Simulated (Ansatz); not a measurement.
**What each rung costs, and what it gives**

Saddle point of GeSiPH9, singlet (GeSiH₆ ([SiH3][GeH3]) + PH₃ → GePH₅ ([PH2][GeH3]) + SiH₄; bonds formed: Ge1–P7, Si2–H6; bonds broken: Ge1–Si2, H6–P7), PBE0-D4/def2-TZVP structure:

```
atom    x (Å)    y (Å)    z (Å)
 Ge1  -1.4762   0.3432   0.4226
 Si2   0.7206  -1.1202   0.5508
  H3  -2.4338  -0.0111  -0.7245
  H4  -1.3670   1.8672   0.6261
  H5  -2.0579  -0.2568   1.7309
  H6   1.4294  -0.3898  -0.6739
  P7   0.4535   1.0276  -1.4775
  H8   1.0746  -2.2552   1.4746
  H9  -0.1886  -1.7952  -0.4220
 H10   1.0357   0.0694   1.3932
 H11   1.5877   0.6343  -2.2494
 H12   1.2221   1.8869  -0.6509
```

Barriers are electronic and count from the start structure reached by relaxing down the imaginary mode.

Program: Ansatz 0.2.0. Basis: as named in each row. Cores are frozen in the correlated methods. Filled d shells of the heavier atoms are correlated. The def2 sets are not built for correlating such inner shells, so the correlated values are less sure here. B3LYP uses VWN-RPA correlation. Extrapolation: Hartree–Fock as exp(−7.88 √X), correlation as X^−2.97.

Times are rough, for one single point on 8 threads of a shared host (Intel Xeon 6975P-C).

The estimate by CCSD(T) at an estimated basis limit (MP2 extrapolated from triple and quadruple zeta, plus CCSD(T) − MP2 in triple zeta) is 331.6 kJ/mol.

```json
{"method": "HF", "basis": "STO-3G", "time (s)": "under 1", "barrier (kJ/mol)": "666.3", "method less estimate": "334.7"}
{"method": "PBE-D4", "basis": "STO-3G", "time (s)": "under 1", "barrier (kJ/mol)": "430.4", "method less estimate": "98.8"}
{"method": "SPW92", "basis": "def2-SVP", "time (s)": "under 1", "barrier (kJ/mol)": "254.7", "method less estimate": "-76.9"}
{"method": "PBE-D4", "basis": "def2-SVP", "time (s)": "under 1", "barrier (kJ/mol)": "278.4", "method less estimate": "-53.2"}
{"method": "B3LYP-D4", "basis": "6-31G", "time (s)": "under 1", "barrier (kJ/mol)": "343.8", "method less estimate": "12.2"}
{"method": "PBE0-D4", "basis": "def2-SVP", "time (s)": "under 1", "barrier (kJ/mol)": "315.2", "method less estimate": "-16.4"}
{"method": "SPW92", "basis": "def2-TZVPP", "time (s)": "under 1", "barrier (kJ/mol)": "246.8", "method less estimate": "-84.8"}
{"method": "PBE-D4", "basis": "def2-TZVPP", "time (s)": "under 1", "barrier (kJ/mol)": "269.5", "method less estimate": "-62.1"}
{"method": "BLYP-D4", "basis": "def2-TZVPP", "time (s)": "under 1", "barrier (kJ/mol)": "289.8", "method less estimate": "-41.8"}
{"method": "B3LYP-D4", "basis": "def2-TZVPP", "time (s)": "1", "barrier (kJ/mol)": "318.1", "method less estimate": "-13.5"}
{"method": "BHLYP-D4", "basis": "def2-TZVPP", "time (s)": "1", "barrier (kJ/mol)": "360.5", "method less estimate": "28.9"}
{"method": "PBE0-D4", "basis": "def2-TZVPP", "time (s)": "1", "barrier (kJ/mol)": "304.6", "method less estimate": "-27.0"}
{"method": "r2SCAN-D4", "basis": "def2-TZVPP", "time (s)": "2", "barrier (kJ/mol)": "296.0", "method less estimate": "-35.6"}
{"method": "CAM-B3LYP-D4", "basis": "def2-TZVPP", "time (s)": "2", "barrier (kJ/mol)": "348.4", "method less estimate": "16.8"}
{"method": "r2SCAN0-D4", "basis": "def2-TZVPP", "time (s)": "2", "barrier (kJ/mol)": "320.0", "method less estimate": "-11.5"}
{"method": "RPA on PBE", "basis": "def2-TZVPP", "time (s)": "2", "barrier (kJ/mol)": "332.5", "method less estimate": "0.9"}
{"method": "wB97M-V", "basis": "def2-SVP", "time (s)": "2", "barrier (kJ/mol)": "345.1", "method less estimate": "13.5"}
{"method": "PBE-QIDH", "basis": "def2-TZVPP", "time (s)": "2", "barrier (kJ/mol)": "334.3", "method less estimate": "2.7"}
{"method": "CCSD(T)", "basis": "def2-SVP", "time (s)": "2", "barrier (kJ/mol)": "360.8", "method less estimate": "29.2"}
{"method": "B97M-V", "basis": "def2-TZVPP", "time (s)": "2", "barrier (kJ/mol)": "309.7", "method less estimate": "-21.9"}
{"method": "wB97X-V", "basis": "def2-TZVPP", "time (s)": "3", "barrier (kJ/mol)": "354.1", "method less estimate": "22.5"}
{"method": "B2PLYP", "basis": "def2-TZVPP", "time (s)": "3", "barrier (kJ/mol)": "335.0", "method less estimate": "3.4"}
{"method": "wB97M-V", "basis": "def2-TZVPP", "time (s)": "3", "barrier (kJ/mol)": "334.3", "method less estimate": "2.7"}
{"method": "MP2", "basis": "def2-QZVPP", "time (s)": "11", "barrier (kJ/mol)": "330.7", "method less estimate": "-0.9"}
{"method": "CCSD(T)", "basis": "def2-TZVPP", "time (s)": "21", "barrier (kJ/mol)": "338.1", "method less estimate": "6.5"}
```

All methods are single points on the PBE0-D4 structures.

T1 diagnostic: at most 0.016. The restricted Hartree–Fock reference is unstable towards an unrestricted one at one or more of these structures.

Labels in which every atom is bracketed show which atoms are joined, not bond orders.
